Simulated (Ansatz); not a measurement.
Basis sets compared for SbH2(vinyl) (C₂H₅Sb). Charge 0, multiplicity 1. Geometry r2SCAN-D4/def2-TZVP. Ansatz on 4 threads of Intel Xeon on a shared host; times are rough, and most runs start from earlier orbitals.

```xyz
8

Sb    0.061   -0.914   -1.454
H     1.257    0.033   -2.235
H     1.270   -2.016   -0.945
C     0.142    0.228    0.360
C    -0.964    0.614    0.988
H     1.116    0.491    0.764
H    -1.956    0.372    0.616
H    -0.926    1.193    1.907
```

In the def2 sets Sb takes a core potential; there is no spin–orbit coupling.

Binding counts from free atoms (Sb quartet, H doublet, C triplet) in the same basis, without a counterpoise term.

```tsv
level	functions	energy (Eh)	HOMO (eV)	LUMO (eV)	binding per atom (eV)	wall time
PBE-D4/def2-SVP	79	-319.2386	-6.10	-1.22	3.54	1.4 s
PBE-D4/def2-TZVP (with forces)	142	-319.3376	-6.21	-1.39	3.54	2.8 s
r2SCAN-D4/def2-TZVP	142	-319.4930	-6.45	-1.20	3.46	3.7 s
PBE0-D4/def2-SVP	79	-319.2631	-7.15	-0.27	3.48	2 s
PBE0-D4/def2-TZVP	142	-319.3590	-7.23	-0.42	3.47	3.2 s
```

**Question.** Estimate the rows for PBE-D4/def2-TZVPD, r2SCAN-D4/def2-TZVPD, PBE0-D4/def2-TZVPD.

**Answer.** 
```
               level  functions  energy (Eh)  HOMO (eV)  LUMO (eV)  binding per atom (eV)  wall time
   PBE-D4/def2-TZVPD        175    -319.3381      -6.22      -1.44                   3.54      2.8 s
r2SCAN-D4/def2-TZVPD        175    -319.4933      -6.45      -1.22                   3.46      4.8 s
  PBE0-D4/def2-TZVPD        175    -319.3594      -7.24      -0.48                   3.47      3.6 s
```
